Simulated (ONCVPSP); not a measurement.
## Configuration tests for zirconium (Zr) (ONCV)

ONCVPSP 4.0.1 input, shortened (lines: element, Z, core and valence counts, functional; n l f; lmax; l rc ep ncon nbas qcut; lloc lpopt rc5 dvloc0; l nproj debl; icmod fcfact rcfact), PBE, scalar-relativistic:

```
  Zr 40.00    6    4        4      upf
    1    0    2.00
    2    0    2.00
    2    1    6.00
    3    0    2.00
    3    1    6.00
    3    2   10.00
    4    0    2.00
    4    1    6.00
    4    2    2.00
    5    0    2.00
    2
    0    1.85    0.00    4    8    7.70
    1    1.80    0.00    5    8    7.40
    2    2.15    0.00    5   10    6.10
    4    5    1.75    0.00
    0    2    1.00
    1    3    1.30
    2    3    2.40
    3    2.00    1.40
```

Energies are relative to the spin-unpolarised reference configuration 4s2 4p6 4d2 5s2; without spin polarisation the order of configurations can differ from experiment.

| valence configuration | charge | ΔE all-electron (eV) | error AE − PS (meV) |
| --- | --- | --- | --- |
| 4s2 4p6 4d2 5s0 | +2 | 20.078 | -4.8 |
| 4s2 4p6 4d1 5s0 | +3 | 42.704 | +0.3 |
| 4s2 4p6 4d1 5s2 | +1 | 7.664 | +1.5 |

**Question.** What are ΔE and the potential's error for 4s2 4p6 4d2 5s1?

**Answer.** ΔE = 7.137 eV all-electron; the error (AE − PS) is -1.3 meV.

Levels in the configuration 4s2 4p6 4d1 5s2:

```csv
level,all-electron (eV),pseudo (eV)
4s,-64.307,-64.280
4p,-42.062,-42.049
4d,-12.089,-12.087
5s,-11.047,-11.045
```
